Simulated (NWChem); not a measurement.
# CBrCl3; SMILES BrC(Cl)(Cl)Cl

```xyz
5

Cl     1.0894    -1.2626    -1.0007
C      0.0000     0.0000    -0.4190
Cl    -1.6382    -0.3121    -1.0007
Cl     0.5488     1.5748    -1.0007
Br     0.0000     0.0000     1.5299
```
Atoms are numbered in this order, from 1.

Computed with NWChem. Structure relaxed at the PBE0/def2-SVP level.

Question: Estimate the computed values for OLYP/def2-SVP. Quantities: highest occupied level (eV); orbital gap (eV); dipole (D).

Answer: highest occupied level (eV): -6.94
orbital gap (eV): 4.60
dipole (D): 0.03
